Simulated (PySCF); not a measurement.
Al(H)2(OiPr) (C3H9AlO), SMILES CC(C)[O][AlH2]. Geometry: PBE-D3(BJ)/def2-SVP. The structure was generated by enumeration; whether it is a known compound was not checked. One conformer was computed; it need not be the lowest.

Task: Give the equilibrium geometry at PBE-D3(BJ)/def2-SVP (PySCF confirms it by a frequency run) as Cartesian coordinates in Å, and its point group. (Estimate from the structure and the level; the computed values follow.)

Result: One answer among several that fit: point group Cs.
```xyz
14

Al     1.8820    -0.2007     0.0000
H      1.8675    -1.8014     0.0000
H      3.2054     0.6829     0.0000
O      0.4256     0.7113     0.0000
C     -0.9692     0.4628     0.0000
C     -1.3902    -0.2803    -1.2701
C     -1.3902    -0.2803     1.2701
H     -1.4700     1.4599     0.0000
H     -0.9390    -1.2952    -1.2952
H     -2.4919    -0.3954    -1.3232
H     -1.0574     0.2731    -2.1708
H     -1.0574     0.2731     2.1708
H     -0.9390    -1.2952     1.2952
H     -2.4919    -0.3954     1.3232
```
